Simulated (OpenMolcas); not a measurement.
Levels of Mo⁺ by method

- Program: OpenMolcas 26.06
- Basis: ANO-RCC-VQZP [8s7p5d3f2g1h]
- Scalar Hamiltonian: DKH2, point nucleus
- Active space: 5 electrons in 6 orbitals (4d 5s)
- State averaging: 2S+1 = 6 even, 6 roots; 2S+1 = 4 even, 64 roots kept (CI in the orbitals of an earlier block); 2S+1 = 2 even, 110 roots kept (CI in the orbitals of an earlier block)
- Spin-orbit coupling: RASSI with atomic mean-field integrals over the reference wave functions, term energies averaged over their components

Methods on the same reference wave functions:
A. CASSCF
B. SS-CASPT2, IPEA 0.25 Eh, imaginary shift 0.1 Eh (closed shells correlated: 4s 4p)
C. MS-CASPT2, IPEA 0.25 Eh, imaginary shift 0.1 Eh (closed shells correlated: 4s 4p)

Energies in cm-1 above 4d5 6S 5/2, the measured ground level; measured values from NIST Handbook of Basic Atomic Spectroscopic Data.

```json
{"Level": "4d5 6S 5/2", "A": "0.0", "B": "0.0", "C": "0.0", "Measured": "0.0"}
{"Level": "4d4 5s 6D 1/2", "A": "8707", "B": "11780", "C": "11860", "Measured": "11783"}
{"Level": "4d4 5s 6D 3/2", "A": "8932", "B": "12040", "C": "12090", "Measured": "12034"}
{"Level": "4d4 5s 6D 5/2", "A": "9288", "B": "12430", "C": "12460", "Measured": "12417"}
{"Level": "4d4 5s 6D 7/2", "A": "9755", "B": "12900", "C": "12930", "Measured": "12900"}
{"Level": "4d4 5s 6D 9/2", "A": "10316", "B": "13450", "C": "13480", "Measured": "13461"}
{"Level": "4d4 5s 4D 1/2(1) [57 %]", "A": "20165", "B": "16530", "C": "16930", "Measured": ""}
{"Level": "4d4 5s 4D 3/2(1) [54 %]", "A": "20170", "B": "16510", "C": "17330", "Measured": ""}
{"Level": "4d4 5s 4D 5/2(1) [55 %]", "A": "20416", "B": "16750", "C": "17510", "Measured": ""}
{"Level": "4d5 4G 5/2", "A": "20550", "B": "15840", "C": "15560", "Measured": "15199"}
{"Level": "4d5 4G 7/2", "A": "20638", "B": "15950", "C": "15670", "Measured": "15331"}
{"Level": "4d5 4G 9/2", "A": "20717", "B": "16040", "C": "15730", "Measured": "15428"}
{"Level": "4d5 4G 11/2", "A": "20730", "B": "16050", "C": "15720", "Measured": "15447"}
{"Level": "4d5 4P 1/2 [54 %]", "A": "21148", "B": "17300", "C": "16070", "Measured": ""}
{"Level": "4d4 5s 4D 7/2(1)", "A": "21235", "B": "17690", "C": "17020", "Measured": ""}
{"Level": "4d5 4P 3/2 [51 %]", "A": "21683", "B": "17830", "C": "15830", "Measured": ""}
{"Level": "4d4 5s 4H 7/2 [71 %]", "A": "26772", "B": "26920", "C": "26860", "Measured": ""}
{"Level": "4d4 5s 4H 9/2", "A": "26994", "B": "27160", "C": "27080", "Measured": ""}
{"Level": "4d4 5s 4H 11/2", "A": "27293", "B": "27390", "C": "27410", "Measured": ""}
{"Level": "4d4 5s 4H 13/2", "A": "27605", "B": "27750", "C": "27770", "Measured": ""}
{"Level": "4d4 5s 4D 1/2(2)", "A": "29051", "B": "23980", "C": "23530", "Measured": ""}
{"Level": "4d4 5s 4P 1/2", "A": "30381", "B": "26920", "C": "27390", "Measured": ""}
{"Level": "4d4 5s 4P 3/2 [54 %]", "A": "30845", "B": "27560", "C": "28360", "Measured": ""}
{"Level": "4d5 2I 11/2", "A": "30967", "B": "24190", "C": "24210", "Measured": ""}
```

Deviations, from unrounded energies. A percentage is the sum of absolute deviations over the sum of measured energies, with the sign that they share, or ± where signs differ.

```json
{"Against measurement": "mean absolute deviation (cm-1)", "Levels": "9", "A": "4100", "B": "280", "C": "170"}
{"Against measurement": "other terms of the ground configuration (%)", "Levels": "4", "A": "+34.6", "B": "+4.0", "C": "+2.1"}
{"Against measurement": "other configurations (%)", "Levels": "5", "A": "-24.9", "B": "±0.0", "C": "+0.4"}
```

C lies closest to measurement on these levels and A furthest from it. The largest miss of C in the table is 4d5 4G 5/2, by +360 cm-1. The ranking rests on the paired levels alone, and a cruder setting can come out closer through cancelling errors.

Between B and C the level of the table that moves most is 4d5 4P 3/2 [51 %], by 2000 cm-1 (lowest in C, highest in B). Moves below CASPT2's spread within the term are not significant.

The mean deviations of B to C differ by less than CASPT2's widest spread within a term (590 cm-1), so their order carries little weight.

From A to B the spin-free energies of the other terms of 4d5 shown, above 6S, scale by factors of 0.77 to 0.81, as is usual when dynamic correlation screens the repulsion within a d or f shell.

The lowest spin-free term lies below A's lowest term by 0.417 hartree in B, 0.417 hartree in C.

CASPT2 does not keep the components of a term degenerate, so their means are used; among the terms shown or strongly mixed into the levels shown the widest spread is 590 cm-1 (4d4 5s 4H, C). Terms from blocks run as CI alone lack orbitals of their own. Configurations are named by rounded mean occupations; where the s occupation lies near a half they are strongly mixed, a name can repeat and a true partner stay unpaired. A single d shell beside an s shell can misplace configurations of different d count against each other. Without dynamic correlation excited terms often stand tens of per cent too high (terms of higher spin than the ground term too low), and those without a measured partner can miss by more than the paired ones (holds for A). The CASPT2 spread within a term exceeds the gap to the next term for 4d4 5s 4D(2) and 4d5 2I, so the order of their levels is uncertain (holds for B; C). Blocks of more than 70 roots (2S+1 = 2 even) ran without multistate coupling (holds for C). Computed and measured levels are paired by configuration, term and J; levels that our copy of the source lacks, or whose pairing is in doubt (as where it misses far off the trend of its configuration), stay unpaired and out of the deviations. Only configurations of the active space appear. Levels that lie high or do not pair safely by name in every column are left out.

A share in square brackets marks a mixed level and gives the weight of the term that names it, the lowest over the columns. A number in round brackets counts repeated terms of one configuration in the order of the reference energies.
